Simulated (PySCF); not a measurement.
**RbGe⁺: energy against distance**

Set-up: basis Rb def2-SVP with ECP28, Ge def2-SVP; scalar-relativistic core potentials; PySCF 2.14. Energies in eV from Rb⁺ + Ge in their ground configurations at the same level. State: ³Π (triplet), unpaired electrons σ ↑, π ↑.

```csv
R (Å),BP86,UHF-SCS-MP2,PBE0,B97-3
3.368,-0.1454,-0.0967,-0.1604,-0.1190
3.524,-0.2106,-0.1730,-0.2235,-0.1895
3.681,-0.2449,-0.2143,-0.2555,-0.2263
3.799,-0.2571,-0.2298,-0.2657,-0.2386
3.916,-0.2608,-0.2360,-0.2678,-0.2417
4.034,-0.2590,-0.2357,-0.2643,-0.2385
4.190,-0.2504,-0.2286,-0.2538,-0.2276
4.386,-0.2341,-0.2135,-0.2354,-0.2083
4.621,-0.2110,-0.1917,-0.2104,-0.1825
4.934,-0.1798,-0.1623,-0.1774,-0.1507
```

**Question.** Put a parabola through the three lowest points of the BP86 curve and estimate Re, k and ωe (reduced mass 39.52 u; 1 eV/Å² = 0.16022 mdyn/Å; ωe = 1302.8·√(k/μ) cm⁻¹).

**Answer.** Through R = 3.799, 3.916, 4.034 Å the second-order coefficient is 0.199 eV/Å², so Re ≈ 3.937 Å, k ≈ 0.0639 mdyn/Å and ωe ≈ 52 cm⁻¹. A polynomial fit of higher order to the unrounded BP86 energies gives Re = 3.929 Å, k = 0.0640 mdyn/Å, ωe = 52.4 cm⁻¹; anharmonicity and rounding make the difference.

The higher-order fit for each curve: BP86: Re = 3.929 Å, ωe = 52.4 cm⁻¹, De = 0.261 eV; UHF-SCS-MP2: Re = 3.966 Å, ωe = 52.5 cm⁻¹, De = 0.237 eV; PBE0: Re = 3.895 Å, ωe = 54.7 cm⁻¹, De = 0.268 eV; B97-3: Re = 3.908 Å, ωe = 57.1 cm⁻¹, De = 0.242 eV.

Correlated steps freeze 9 core orbitals. The bond is weak. Basis-set superposition, not corrected here, can be much of De in a small basis, most of all at correlated wavefunction levels. Spin–orbit coupling is left out. For an ion De counts to the pair picked by the measured ionisation energies or electron affinities, which need not be the lowest pair at this level. The state is the lowest determinant that a PBE0 search found; another state may lie lower at other levels.
